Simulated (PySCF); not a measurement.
# How methods differ on the excitation energy of Ta

Ta [Xe] 4f14 5d3 6s2 (4F) → Ta [Xe] 4f14 5d2 6s2 7s1 (4F), as a difference of total energies. Calculation: PySCF 2.14, in x2c-TZVPPall with one added diffuse shell each of s, p, d, f type (12s8p8d4f1g, 113 functions); scalar relativity by spin-free X2C-1e. Correlated levels: valence: [Xe] 4f14 frozen. The calculations carry no spin-orbit coupling.

| method | excitation energy (eV) |
| --- | --- |
| UHF | 4.958 |
| LDA | 5.842 |
| PBE | 5.662 |
| PBE0 | 5.625 |
| r2SCAN | 5.896 |
| MP2 (valence) | 5.305 |
| SCS-MP2 (valence) | 5.117 |

Problem. How much does correlation contribute at MP2 (valence)?

Solution. 5.305 − (4.958) = 0.347 eV, measured against UHF.

A first-order spin-orbit estimate (lowest level to lowest level, LS coupling) adds -0.079 eV.

The promoted electron is Rydberg-like, and one or two diffuse shells describe it only roughly, which tends to raise the upper state.
